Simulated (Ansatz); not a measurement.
Isolated molecules relaxed with PBE0-D4/def2-TZVP in Ansatz; ΔE leaves out vibrations. CCSD(T)/CBS is the MP2 limit (def2-TZVPP, def2-QZVPP) plus CCSD(T) − MP2 in def2-TZVPP, frozen cores. This one scheme is used for every species, atoms too. DFT in def2-TZVPP. B3LYP here is the variant with VWN-RPA as its local correlation; programs differ in this. No spin–orbit coupling; open shells (•) take unrestricted orbitals. Spin–orbit coupling would lower the free atoms: a little for B, C.

`BC1(C)CC1` → B• + 4 C• + 9 H•  (atomization)

```
             level  ΔE (kcal/mol)  difference from CCSD(T)/CBS
            PBE-D4         1352.9                         30.7
         r2SCAN-D4         1332.7                         10.5
           PBE0-D4         1339.4                         17.2
          B3LYP-D4         1328.2                          6.0
           ωB97X-V         1329.0                          6.8
           ωB97M-V         1331.1                          8.9
            B2PLYP         1315.3                         -6.9
               PBE         1346.7                         24.5
            r2SCAN         1331.2                          9.0
              PBE0         1334.3                         12.1
             B3LYP         1318.4                         -3.8
     HF/def2-TZVPP         1012.4                       -309.8
    MP2/def2-TZVPP         1313.4                         -8.8
SCS-MP2/def2-TZVPP         1307.8                        -14.4
   CCSD/def2-TZVPP         1279.9                        -42.3
CCSD(T)/def2-TZVPP         1295.8                        -26.4
     HF/def2-QZVPP         1013.4                       -308.8
    MP2/def2-QZVPP         1328.9                          6.7
SCS-MP2/def2-QZVPP         1325.2                          3.0
      HF/CBS(def2)         1013.5                       -308.7
     MP2/CBS(def2)         1339.8                         17.6
    CCSD/CBS(def2)         1306.3                        -15.9
       CCSD(T)/CBS         1322.2                            0
```

Largest T1 diagnostic among the species: 0.014.

From PBE to PBE0 (25 % exact exchange), in def2-TZVPP and without D4, ΔE moves by −12.5 kcal/mol: exact exchange takes away binding that semilocal exchange gives to molecules. In def2-TZVPP, CCSD(T) changes the Hartree–Fock value by +283.4 kcal/mol (the triples alone add +15.9 kcal/mol) and MP2 by +301.0 kcal/mol; breaking electron pairs costs correlation energy, which Hartree–Fock lacks. The D4 term adds +9.8 kcal/mol with B3LYP and +5.1 kcal/mol with PBE0; it sums over pairs of atoms, weighted by their polarisabilities, and B3LYP, whose exchange is more repulsive, gets the larger term.

For atomizations the MP2-based limit and the directly extrapolated one differ by several kJ/mol either way, and by 10 to 25 for some Ge, Se and Sn compounds, so smaller differences from it don't rank the levels.
